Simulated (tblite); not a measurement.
Species: C₆H₁₃NSi.
Structure used (GFN2-xTB), in Å, numbered top down from 1:
```xyz
21
C6H13NSi angstrom
C     -1.9460    2.5834    1.3636
C     -1.5724    1.5311    0.9170
Si    -0.9359   -0.0878    0.2335
C     -1.7002   -1.4953    1.2533
C     -1.4254   -0.1409   -1.6038
N      0.7713   -0.2815    0.3635
C      1.7555    0.4953   -0.3537
C      3.0252   -0.3180   -0.5827
H     -2.2860    3.5002    1.7539
H     -1.4111   -1.4266    2.2971
H     -1.3906   -2.4682    0.8856
H     -2.7831   -1.4535    1.2119
H     -2.4996   -0.2483   -1.7177
H     -1.1363    0.7728   -2.1140
H     -0.9523   -0.9724   -2.1173
H      1.1388   -0.6123    1.2439
H      2.0058    1.4194    0.1884
H      1.3195    0.7819   -1.3118
H      2.7922   -1.2261   -1.1333
H      3.7507    0.2611   -1.1482
H      3.4710   -0.5972    0.3703
```

All values are computed: GFN2-xTB (tblite) harmonic vibrations without scaling, gas phase. This tight-binding method is rough: wavenumbers can miss measured ones by several per cent, in bad cases by 10 to 20. One conformer, not necessarily the lowest.

Harmonic wavenumbers (cm⁻¹): 40.9, 53.3, 90.5, 101.0, 108.4, 113.8, 127.6, 171.0, 206.6, 223.4, 262.7, 282.3, 325.6, 372.0, 506.2, 588.0, 677.8, 678.7, 704.1, 761.8, 780.8, 795.2, 829.1, 840.8, 849.9, 880.1, 998.6, 1076.0, 1098.4, 1173.3, 1248.8, 1324.4, 1375.7, 1378.0, 1383.9, 1404.6, 1485.6, 1491.7, 1492.8, 1494.2, 1497.4, 1501.0, 1501.8, 2201.2, 2855.1, 2989.4, 3025.2, 3039.5, 3041.5, 3042.1, 3042.9, 3046.4, 3048.5, 3050.2, 3059.4, 3346.4, 3433.7.

A = 2069, B = 1018, C = 895.3 MHz; mass 127.082 u (most abundant isotopes); point group C1, symmetry number 1.

Zero-point energy?

Half the sum of the wavenumbers: 38260 cm⁻¹ = 109.39 kcal/mol.

What is S at 273.15 K and 1 bar for an ideal gas of classical rigid rotors and harmonic oscillators?

Translation 40.02, rotation 29.26, vibration 39.18: S = 108.5 cal/(mol K).

And Cp and H(273.15 K) − H(0)?

Cp = 42.94 cal/(mol K), of which vibrations give 35.00 (their classical limit is 57 R = 113.3); H(273.15 K) − H(0) = 7.57 kcal/mol without the zero-point energy, 5.40 from vibrations.

How do the functions run with temperature in this model?

```tsv
T (K)	S (cal/(mol K))	Cp (cal/(mol K))	H − H(0) (kcal/mol)	G − H(0) (kcal/mol)	ln q(vib)
50	61.0	16.9	0.57	-2.48	0.87
100	75.5	25.1	1.64	-5.91	2.88
298.15	112.3	45.4	8.68	-24.81	10.66
373.15	123.3	52.6	12.36	-33.65	13.27
500	140.2	63.1	19.72	-50.39	17.43
750	168.9	78.5	37.55	-89.14	24.90
1000	193.1	89.3	58.60	-134.47	31.61
```

q(vib) and H(0) count from the zero-point level.

What must be added to the electronic energy to get the Gibbs energy at 273.15 K and 1 bar?

ZPE + [H(273.15 K) − H(0)] − T·S = 109.39 + 7.57 − 29.63 = 87.33 kcal/mol.

Which modes carry the vibrational entropy at 273.15 K?

40.9 cm⁻¹: 5.04; 53.3 cm⁻¹: 4.52; 90.5 cm⁻¹: 3.48; 101.0 cm⁻¹: 3.26; 108.4 cm⁻¹: 3.13; 113.8 cm⁻¹: 3.03 cal/(mol K); the other 51 give 16.71 together.

Hindered rotation and anharmonicity are outside this model. Other conformers, if any are populated, would add a mixing term that is left out. The structure is chiral; the term R ln 2 for an equal mix with its mirror image is left out.
